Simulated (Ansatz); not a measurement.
```yaml
crystal:
  periodic: [false, false, false]
  atoms:
    - {symbol: C, position_ang: [0.215992, -0.676935, -0.906657]}
    - {symbol: N, position_ang: [1.278296, -0.621054, -0.169555]}
    - {symbol: Si, position_ang: [0.344369, 0.473503, 0.845683]}
    - {symbol: N, position_ang: [-0.780620, 0.194880, -0.489373]}
    - {symbol: H, position_ang: [0.085697, -1.314262, -1.786785]}
    - {symbol: D, position_ang: [-0.101800, -0.068814, 2.151238]}
    - {symbol: H, position_ang: [0.806095, 1.873319, 1.005944]}
    - {symbol: H, position_ang: [-1.755930, 0.082263, -0.706195]}
basis:
  gaussian: {orbitals: def2-TZVP, fitting: {mean_field: def2-universal-jkfit}}
hamiltonian: {xc: {name: SPW92}}
scf: {lower_state_search: light}
```

```sh
$ ansatz run in.yaml --threads 2 --pin off --events-out ev --progress --plain --max-ram 4352MiB
```

Q: How does Ansatz answer? (Best estimate.)

A: Ansatz gave: The program refused the input.
```
Error: YAML parse error: error: line 9 column 16: `D` is not an element symbol (H … Og, case-exact)
 7 |     - {symbol: N, position_ang: [-0.780620, 0.194880, -0.489373]}
 8 |     - {symbol: H, position_ang: [0.085697, -1.314262, -1.786785]}
 9 |     - {symbol: D, position_ang: [-0.101800, -0.068814, 2.151238]}
10 |     - {symbol: H, position_ang: [0.806095, 1.873319, 1.005944]}
11 |     - {symbol: H, position_ang: [-1.755930, 0.082263, -0.706195]}
```
